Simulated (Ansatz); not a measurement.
C6H7N, charge +1, doublet (typed; the unrestricted solution is spin-contaminated), geometry from GFN2-xTB (a state made from the parent by changing its charge; the spin is typed, not shown lowest), with bond 8-1 at 1.8 times its length; PBE0/STO-3G (Ansatz, a program for electronic structure).

Here is a job for Ansatz.
Ansatz 0.2 input:
```yaml
crystal:
  periodic: [false, false, false]
  atoms:
    - {symbol: N, position_ang: [2.24411395, -0.28895248, 0.14635090]}
    - {symbol: C, position_ang: [0.93211358, -0.12001910, 0.06078820]}
    - {symbol: C, position_ang: [0.32522718, 1.08739034, 0.52467579]}
    - {symbol: C, position_ang: [-1.03079922, 1.25059773, 0.43116173]}
    - {symbol: C, position_ang: [-1.82871119, 0.23546515, -0.11926022]}
    - {symbol: C, position_ang: [-1.24912091, -0.95703484, -0.57984774]}
    - {symbol: C, position_ang: [0.10468008, -1.14274527, -0.49663919]}
    - {symbol: H, position_ang: [3.03577877, -1.82174779, -0.43994717]}
    - {symbol: H, position_ang: [2.83917703, 0.42934956, 0.53956200]}
    - {symbol: H, position_ang: [0.95089633, 1.85997375, 0.94584035]}
    - {symbol: H, position_ang: [-1.49248941, 2.16122649, 0.78053840]}
    - {symbol: H, position_ang: [-2.89732765, 0.37306038, -0.18895052]}
    - {symbol: H, position_ang: [-1.87704784, -1.72736433, -1.00028428]}
    - {symbol: H, position_ang: [0.56372906, -2.05499716, -0.84706338]}
basis:
  gaussian:
    orbitals: STO-3G
hamiltonian:
  xc: pbe0
total_charge: 1
magnetization: {spin_polarized: true, initial_magnetization: 1}
```

Output, abridged:

```
Functional definition: PBE0
590 factors; integrals over basis functions are off by at most 5.1e-5 eV
mean field evaluation 1: about -7708.5135 eV, gradient 1.3e1 eV
mean field evaluation 2: about -7705.8069 eV, gradient 2.4e1 eV
mean field evaluation 4: about -7710.4724 eV, gradient 1.3e0 eV
mean field evaluation 8: about -7710.3843 eV, gradient 4.0e-1 eV
mean field evaluation 16: about -7710.4345 eV, gradient 4.5e-4 eV
mean field -7710.43454466 eV, -283.3532431962 hartree, gradient 1.5e-5 eV, S^2 0.977586; 0 other end points of the search recorded, 0 dependent functions left out
reference -7710.43456718 eV, -283.3532440235 hartree; 25, 24 occupied and 17, 18 virtual orbitals, 590 factors
Total energy: -7710.43456718 eV, -283.3532440235 hartree
```
